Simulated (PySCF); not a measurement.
methyldichlorosilane, CH4Cl2Si, SMILES C[SiH](Cl)Cl, point group Cs.

Level: B3LYP/pcSseg-1 in PySCF (density fitting, grid level 2); geometry and Hessian at that level, cubic constants and property derivatives from steps of ±0.6 along each species' dimensionless normal coordinates, second-order vibrational perturbation theory. The parent has the commonest isotopes.

Equilibrium geometry (Å):

```json
{"atom": "C1", "x": "-1.0107", "y": "-0.2010", "z": "-0.0434"}
{"atom": "Si2", "x": "0.7928", "y": "0.2082", "z": "0.1409"}
{"atom": "Cl3", "x": "1.9328", "y": "-1.4973", "z": "-0.1828"}
{"atom": "Cl4", "x": "1.3274", "y": "1.6538", "z": "-1.2511"}
{"atom": "H5", "x": "-1.6237", "y": "0.6923", "z": "0.1238"}
{"atom": "H6", "x": "-1.3050", "y": "-0.9646", "z": "0.6861"}
{"atom": "H7", "x": "-1.2266", "y": "-0.5831", "z": "-1.0469"}
{"atom": "H8", "x": "1.1493", "y": "0.7293", "z": "1.4751"}
```

Give the equilibrium and ground-state rotational constants (MHz) of parent; ³⁰Si at 2.


```csv
species,Ae,Be,Ce,A0,B0,C0,Δ0 (u Å²),harmonic ZPE (cm⁻¹)
parent,4258.3,2341.6,1651.7,4236,2338.5,1645.9,-28.360,10757
³⁰Si at 2,4231.6,2337.2,1649.8,4209.6,2334.2,1644.1,-29.175,10738
```

Δ0 = Ic − Ia − Ib from the ground-state constants.

How is the parent's vibrational correction B0 − Be made up?


| axis | harmonic | Coriolis | cubic | total (MHz) |
| --- | --- | --- | --- | --- |
| a | 7.97 | -2.37 | -27.9 | -22.3 |
| b | 3.49 | -1.11 | -5.5 | -3.12 |
| c | 0.908 | -0.491 | -6.21 | -5.79 |

And its quartic centrifugal distortion constants from the harmonic force field?

Asymmetric top, A reduction, Ir representation: ΔJ = 0.645 kHz, ΔJK = -0.6 kHz, ΔK = 4.17 kHz, δJ = 0.221 kHz, δK = 1.13 kHz.

A mode lies under 250 cm⁻¹, where this perturbation treatment is rough. Internal rotors are held in one well.
